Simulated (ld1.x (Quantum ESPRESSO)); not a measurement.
## S (Z = 16), ultrasoft: configuration errors across variants

```json
{
 "Element": "S",
 "Generator": "ld1.x (Quantum ESPRESSO) 7.5",
 "Type": "ultrasoft",
 "Functional": "LDA (PZ)",
 "Relativity": "scalar-relativistic",
 "Frozen core": "[Ne]",
 "Valence charge": "6",
 "Reference configuration": "3s2 3p4",
 "Partial waves": "3s (bound): rcut 1.00, rcutus 1.20 bohr; 3s channel at 0.1 Ry: rcut 1.00, rcutus 1.20 bohr; 3p (bound): rcut 1.25, rcutus 1.40 bohr; 3p channel at 0.15 Ry: rcut 1.25, rcutus 1.40 bohr",
 "Local potential": "all-electron potential smoothed inside 1.25 bohr (lloc = -1)",
 "Core correction": "a·sin(br)/r model core inside 1.05 bohr",
 "Augmentation charge": "PSQ, radius 1.10 bohr"
}
```

All-electron excitation energies from the reference (eV): (1) 3s2 3p3 11.863; (2) 3s2 3p2 34.236; (3) 3s2 3p1 68.394; (4) 3s0 3p6 20.607; (5) 3s1 3p5 10.240; (6) 3s2 3p4.3 -1.741; (7) 3s1 3p4 22.660; (8) 3s2 3p4 spin -0.706; (9) 3s2 3p3 spin 9.898.

Spin tests fill each open shell by Hund’s rule, majority spin first.

2 further variants failed, have other tests or another functional or relativity, and are left out.

A true bound ghost makes a file unfit for plane-wave use even where its test errors are small: the radial tests pick states by their node count and pass the ghost by.

Errors AE − PS in meV (a dash: test not solved or not reliable):

| change | (1) | (2) | (3) | (4) | (5) | (6) | (7) | (8) | (9) | bound ghosts |
| --- | --- | --- | --- | --- | --- | --- | --- | --- | --- | --- |
| base | -0.2 | +2.9 | +16 | -1.0 | -0.5 | +0.2 | -2.7 | +19 | +55 | s |
| all radii but the core radius scaled by about 1.05 (s 1.26, p 1.46 bohr, rcut 1.04/1.30); local potential all-electron potential smoothed inside 1.30 bohr (lloc = -1); augmentation PSQ, radius 1.14 bohr | -0.1 | +4.4 | +23 | -1.6 | -0.6 | +0.2 | -2.5 | +16 | +48 | none |
| augmentation PSQ, radius 0.90 bohr | -0.4 | +1.3 | +9.0 | +1.1 | 0.0 | +0.2 | -2.2 | +30 | – | s |
| local potential all-electron potential smoothed inside 0.90 bohr (lloc = -2) | -0.2 | +2.9 | +16 | -1.0 | -0.5 | +0.2 | -2.7 | +19 | +55 | s |
| type TM; waves now 3s (bound): rc 1.20 bohr; 3p (bound): rc 1.40 bohr; local potential all-electron potential smoothed inside 1.10 bohr (lloc = -1) | +5.5 | +39 | +134 | +1.9 | +0.5 | +0.4 | +9.5 | +18 | +59 | none |
| wave 3s channel at 0.1 Ry: rcut 1.00, rcutus 1.20 bohr becomes 3s channel at -0.81 Ry: rcut 1.00, rcutus 1.20 bohr | -0.1 | +3.5 | +18 | -1.0 | -0.5 | +0.2 | -2.6 | +19 | +55 | s |
| core correction none | +0.8 | +13 | +63 | +9.7 | +2.0 | +0.2 | +3.3 | +67 | +208 | s |

Task: Give the same row for: local potential all-electron potential smoothed inside 1.18 bohr (lloc = -1).

Result: -0.2, +3.0, +16, -1.0, -0.5, +0.2, -2.7, +19, +55; bound ghosts: s.
